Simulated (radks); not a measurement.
Results of a calculation; reference values are marked as such.
Coulomb parameter of the 4f shell of the samarium ion Sm+ in the model configuration [Xe] 4f5.5 6s1.5, as a second difference U = [E(n + 0.5) + E(n - 0.5) - 2 E(n)] / (0.5)^2 with all orbitals relaxed. "Bare": the charge of the atom changes with n. "Screened": the 6s shell takes up the change at fixed total charge, which measures U(4f,4f) + U(6s,6s) - 2 U(4f,6s). Code: a radial shooting solver on a logarithmic mesh with Libxc functionals. Model: scalar-relativistic Kohn-Sham, PBEsol, spin-unpolarised, spherical densities, finite nucleus; Fermi nuclear charge, rms radius 5.0819 fm.

case              configuration  E - E(n) (eV)
start          [Xe] 4f5.5 6s1.5          0.000
bare +0.5        [Xe] 4f6 6s1.5         -4.415
bare -0.5        [Xe] 4f5 6s1.5          8.130
screened +0.5      [Xe] 4f6 6s1         -0.831
screened -0.5      [Xe] 4f5 6s2          2.426

U(bare) = 14.856 eV, U(screened by 6s) = 6.381 eV, against the Slater integral F0(4f,4f) = 26.798 eV with frozen orbitals.
